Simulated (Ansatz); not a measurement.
`C=[CH][AlH][F]` + H₂ → `C=[CH][AlH2]` + H–F at 600 K and 1 bar (hydrogenolysis of the Al–F bond).

Calculated with Ansatz (gas phase, PBE0-D4/def2-TZVP geometries, no zero-point term in ΔE). CBS: MP2 limit from def2 TZ/QZ plus the TZ coupled-cluster correction, frozen cores. This one scheme is used for every species. One conformer a species, not always the lowest.

| species | CCSD(T)/CBS energy (Eh) | H − E (kJ/mol) | S (J/(mol·K)) |
| --- | --- | --- | --- |
| `C=[CH][AlH][F]` | -420.36993 | 182.9 | 383.3 |
| H₂ | -1.17544 | 43.9 | 150.8 |
| `C=[CH][AlH2]` | -321.08307 | 188.8 | 354.4 |
| H–F | -100.39570 | 42.3 | 194.0 |

H − E and S are ideal-gas, rigid-rotor, harmonic terms from PBE0-D4/def2-TZVP, for one conformer and one mirror image of each species. The MP2-based limit puts H₂ 0.8 mEh under its directly extrapolated value; such offsets cancel only in part. 1 Eh = 2625.50 kJ/mol, R = 8.31446 J/(mol·K).

Problem. By hand: ΔE, ΔH, ΔS and ΔG.

Solution. ΔE = (-321.08307) + (-100.39570) − (-420.36993) − (-1.17544) = 0.06660 Eh = 174.9 kJ/mol. Δ(H − E) = 188.8 + 42.3 − 182.9 − 43.9 = 4.3, so ΔH = 179.2 kJ/mol. ΔS = 354.4 + 194.0 − 383.3 − 150.8 = 14.3 J/(mol·K). ΔG = 179.2 − 600 × (14.3)/1000 = 170.6 kJ/mol.

Problem. By hand: the equilibrium constant, and the temperature at which ΔG would vanish if ΔH and ΔS stayed fixed.

Solution. log₁₀ K = −ΔG/(RT ln 10) = -14.9. ΔG = 0 at ΔH/ΔS = 12531 K, far beyond where these terms or the molecules hold.

The number of gas molecules stays the same, so ΔS is small and ΔH decides. A doubt of 5 kJ/mol in ΔE shifts log₁₀ K by 0.4 here. Other conformers and mirror images would add mixing entropy, several J/(mol·K) or more a flexible species. These are equilibria of isolated gas molecules and say nothing of rates. Largest T1 diagnostic: 0.012 (customary marks: 0.02 for closed shells, 0.045 for open ones).
